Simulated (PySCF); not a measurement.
**Frontier levels across methods**

Species: pyridine-N-oxide, C5H5NO.
Z-matrix (Å and degrees, PBE0-D3(BJ)/def2-SVP geometry), rows numbered from 1:
```
O 
N   1  1.2489
C   2  1.3712  1  120.97
C   3  1.3814  2  121.62  1  -179.85
C   4  1.3941  3  120.64  2    -0.03
C   5  1.3941  4  117.43  3    -0.06
C   2  1.3712  1  120.98  3  -179.96
H   3  1.0893  2  113.35  1     0.12
H   4  1.0919  3  118.18  2   179.94
H   5  1.0905  4  121.28  3   179.93
H   6  1.0919  5  121.19  4  -179.97
H   7  1.0893  2  113.35  1    -0.12
```

Basis pcSseg-1 throughout (PySCF), one geometry. Isolated species at its PBE0-D3(BJ)/def2-SVP geometry, gas phase.

How do the orbital energies, the gap and the dipole change with the method?

```csv
method,kind,HOMO (eV),LUMO (eV),gap (eV),μ (D),SCF cycles
BLYP,GGA,-5.17,-1.86,3.31,3.51,19
KT2,GGA,-5.37,-1.98,3.39,3.50,19
LDA,LDA,-5.58,-2.25,3.33,3.55,19
PBE0,global hybrid,-6.37,-1.21,5.16,3.86,15
BHandHLYP,global hybrid,-7.25,-0.26,6.99,4.31,14
CAM-B3LYP,range-separated hybrid,-7.52,-0.16,7.35,4.04,14
wB97X-D,range-separated hybrid,-8.09,0.46,8.54,4.03,15
LC-wPBE,range-separated hybrid,-8.70,0.79,9.49,4.09,15
```

The HOMO spans 3.53 eV, from BLYP down to LC-wPBE, and the gap runs from 3.31 eV (BLYP) to 9.49 eV (LC-wPBE). Over the methods BLYP (0 %), KT2 (0 %), LDA (0 %), PBE0 (25 %), BHandHLYP (50 %), a straight line through the gap against the share of exact exchange rises by 0.73 eV for each 10 % (correlation coefficient 1.000). The dipole ranges from 3.50 D (KT2) to 4.31 D (BHandHLYP). This basis has no diffuse functions.

The vertical ΔSCF ionisation energy at CAM-B3LYP/def2-SVPD is 8.34 eV; −ε(HOMO) comes closest to it with wB97X-D (8.09 eV).
